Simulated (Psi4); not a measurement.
fluoromethane (CH$_{3}$F), singlet, at a GFN2-xTB geometry; HF/6-31G*, TDA run with Psi4.

Input for Psi4:
```
memory 2 GB

molecule {
0 1
  C    -0.61325264    0.10970633    0.05833978
  F     0.72373916   -0.12947155   -0.06885055
  H    -0.88741000   -0.04886123    1.10190357
  H    -0.80210477    1.14155090   -0.23992684
  H    -1.14462180   -0.58568374   -0.59236045
symmetry c1
}

set basis 6-31g*
set puream true
set save_jk true
set tdscf_states [5]
set tdscf_tda true
set d_convergence 1e-8

energy('td-scf')
print_variables()
```

Problem. What does Psi4 print? Leave out banner, timings and long lists.

Solution. 
```
   => Loading Basis Set <=

    Name: 6-31G*
    Role: ORBITAL
    Keyword: BASIS

         ---------------------------------------------------------
                                   SCF
               by Justin Turney, Rob Parrish, Andy Simmonett
                          and Daniel G. A. Smith
                              RHF Reference
         ---------------------------------------------------------

  ==> Geometry <==

    Molecular point group: c1
    Full point group: C1

    Geometry (in Angstrom), charge = 0, multiplicity = 1:

       Center              X                  Y                   Z               Mass
    ------------   -----------------  -----------------  -----------------  -----------------
         C           -0.717142932575     0.128291531923     0.068223041242    12.000000000000
         F            0.619848867425    -0.110886348077    -0.058967288758    18.998403162730
         H           -0.991300292575    -0.030276028077     1.111786831242     1.007825032230
         H           -0.905995062575     1.160136101923    -0.230043578758     1.007825032230
         H           -1.248512092575    -0.567098538077    -0.582477188758     1.007825032230

  Running in c1 symmetry.

  Rotational constants: A =      5.18680  B =      0.88214  C =      0.88214 [cm^-1]
  Rotational constants: A = 155496.37425  B =  26445.76553  C =  26445.76551 [MHz]
  Nuclear repulsion =   37.733752821833072

  Charge       = 0
  Multiplicity = 1
  Electrons    = 18
  Nalpha       = 9
  Nbeta        = 9

  ==> Algorithm <==

  SCF Algorithm Type is DF.
  DIIS enabled.
  MOM disabled.
  Fractional occupation disabled.
  Guess Type is SAD.
  Energy threshold   = 1.00e-06
  Density threshold  = 1.00e-08
  Integral threshold = 1.00e-12

  ==> Primary Basis <==

  Basis Set: 6-31G*
    Blend: 6-31G*
    Number of shells: 18
    Number of basis functions: 34
    Number of Cartesian functions: 36
    Spherical Harmonics?: true
    Max angular momentum: 2

   => Loading Basis Set <=

    Name: (6-31G* AUX)
    Role: JKFIT
    Keyword: DF_BASIS_SCF

  ==> Integral Setup <==

  SCF_SUBTYPE=INCORE selected. In-core MEM_DF algorithm will be used.
  Using in-core AOs.

  ==> MemDFJK: Density-Fitted J/K Matrices <==

    J tasked:                   Yes
    K tasked:                   Yes
    wK tasked:                   No
    Algorithm:                 Core
    Schwarz Cutoff:           1E-12
    Mask sparsity (%):       0.0000
    Fitting Condition:        1E-10

[...]
  @DF-RHF Final Energy:  -139.03265026038392
    Total Energy =                       -139.0326502603839174
[...]
     5        A->A (1 A)       0.53949         14.68039       -138.49316       0.0000          0.0000          0.0000          0.0000

Contributing excitations
Only contributions with abs(coeff) > 1.00e-01 will be printed:

Excited State    1 (1 A):   0.45505 au   100.13 nm f = 0.0355
  Sums of squares: Xssq =  1.000000e+00
      6a  ->  13a     0.131827 ( 1.738%)
      9a  ->  10a     0.586166 (34.359%)
      9a  ->  13a    -0.775364 (60.119%)
      9a  ->  16a    -0.154216 ( 2.378%)

Excited State    2 (1 A):   0.45505 au   100.13 nm f = 0.0355
  Sums of squares: Xssq =  1.000000e+00
      5a  ->  13a    -0.131827 ( 1.738%)
      8a  ->  10a    -0.586166 (34.359%)
      8a  ->  13a     0.775364 (60.119%)
      8a  ->  16a     0.154216 ( 2.378%)

Excited State    3 (1 A):   0.50349 au   90.50 nm f = 0.3946
  Sums of squares: Xssq =  1.000000e+00
      6a  ->  10a    -0.175854 ( 3.092%)
      8a  ->  11a    -0.129945 ( 1.689%)
      9a  ->  10a    -0.770903 (59.429%)
      9a  ->  12a    -0.129945 ( 1.689%)
      9a  ->  13a    -0.551644 (30.431%)

Excited State    4 (1 A):   0.50349 au   90.50 nm f = 0.3946
  Sums of squares: Xssq =  1.000000e+00
      5a  ->  10a     0.175854 ( 3.092%)
      8a  ->  10a     0.770903 (59.429%)
      8a  ->  12a    -0.129945 ( 1.689%)
      8a  ->  13a     0.551644 (30.431%)
      9a  ->  11a     0.129945 ( 1.689%)

Excited State    5 (1 A):   0.53949 au   84.46 nm f = 0.0000
  Sums of squares: Xssq =  1.000000e+00
      5a  ->  11a     0.113744 ( 1.294%)
      6a  ->  12a    -0.113744 ( 1.294%)
      8a  ->  11a     0.689000 (47.472%)
      9a  ->  12a    -0.689000 (47.472%)

******************************************************************************************
**********                               WARNING                                **********
**********       The names of excited state variables changed between 1.5       **********
**********     and 1.6. For a quick solution, remove the symmetry specifier     **********
**********   from the variable name. For full details, see 'Notes on Psivars'   **********
**********                        in the documentation.                         **********
******************************************************************************************

  Variable Map:
  ----------------------------------------------------------------------------
[...]
  Array Variable Map:
  ----------------------------------------------------------------------------
[...]
[...]
```
